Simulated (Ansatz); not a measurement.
Total energies of the cluster ScCl₃ (the lowest singlet isomer of a short search) from Ansatz at PBE0-D4/def2-TZVP, gas phase (1 Eh = 27.2114 eV = 2625.5 kJ/mol). The reference geometry is relaxed at r2SCAN-D4/def2-SVP.

```xyz
4

Sc   -0.0008    0.0035   -0.0014
Cl   -1.0877    1.1451    1.6298
Cl    2.2223   -0.4050    0.1905
Cl   -1.1337   -0.7435   -1.8189
```

| state | geometry | energy (Eh) |
| --- | --- | --- |
| charge 0 singlet | reference | -2140.96162 |
| charge 1 doublet | reference | -2140.54986 |
| charge 1 doublet | relaxed at r2SCAN-D4/def2-SVP | -2140.55365 |
| charge 0 triplet | relaxed at r2SCAN-D4/def2-SVP | -2140.80542 |
| free Sc atom (doublet) | – | -760.41828 |
| free Cl atom (doublet) | – | -459.99739 |

Work out the vertical ionisation energy to the doublet.

E(charge 1 doublet) − E(charge 0 singlet) = -2140.54986 − (-2140.96162) = 0.41176 Eh = 11.20 eV. For comparison, −ε of the highest occupied level is 9.26 eV at this level, 1.94 eV less.

How much does the charge 1 doublet relax, and what is the adiabatic ionisation energy?

Relaxation: -2140.54986 − (-2140.55365) = 0.00379 Eh = 0.10 eV. Adiabatic ionisation energy: 0.40797 Eh = 11.10 eV, without zero-point energy. 

Which of the charge 0 states is lowest, and how far above it are the others?

The singlet. triplet: -2140.80542 − (-2140.96162) = 0.15620 Eh = 410.1 kJ/mol.

What is the binding energy per atom against free atoms?

Atoms: 1 × (-760.41828) + 3 × (-459.99739) = -2140.41045 Eh. Binding: -2140.41045 − (-2140.96162) = 0.55117 Eh = 15.00 eV, or 3.75 eV for each of 4 atoms (no zero-point energy, no counterpoise term).

The structure comes from a short search, and lower isomers may exist.
